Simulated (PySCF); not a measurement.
System: 2-fluoro-1-methylpyrrole, C$_{5}$H$_{6}$FN, charge 0, multiplicity 1. 
Structure (B3LYP-D3(BJ)/def2-TZVP (Ansatz) minimum search):
SMILES: Cn1cccc1F
```xyz
13

C     -2.0380    -0.1786     0.0553
N     -0.5968    -0.3135     0.0639
C      0.1211    -1.4949     0.0702
C      1.4545    -1.1872    -0.0133
C      1.5774     0.2325    -0.0805
C      0.2981     0.7079    -0.0342
F     -0.1582     1.9636    -0.0659
H     -2.4255    -0.1001    -0.9629
H     -2.3296     0.7107     0.6107
H     -2.4758    -1.0515     0.5352
H     -0.3871    -2.4407     0.1383
H      2.2649    -1.8962    -0.0163
H      2.4752     0.8213    -0.1445
```

Dispersion corrections to the total energy (kcal/mol) from the dftd3 and dftd4 libraries through PySCF: D3(BJ) without and D4 with the three-body term, each with the damping fitted for the functional named.

| functional | D3(BJ) | D4 |
|---|---|---|
| LC-wPBE | -6.23 | [?] |
| PBE | -6.83 | -7.00 |
| r2SCAN | -1.92 | -1.79 |
| PBE0 | -5.82 | -5.86 |
| CAM-B3LYP | -5.12 | [?] |
| PW6B95 | -3.21 | -6.09 |
| TPSS | [?] | -9.48 |

Q: Fill in the missing entries.

A: 
- LC-wPBE, D4: -7.71
- CAM-B3LYP, D4: -5.85
- TPSS, D3(BJ): -8.51
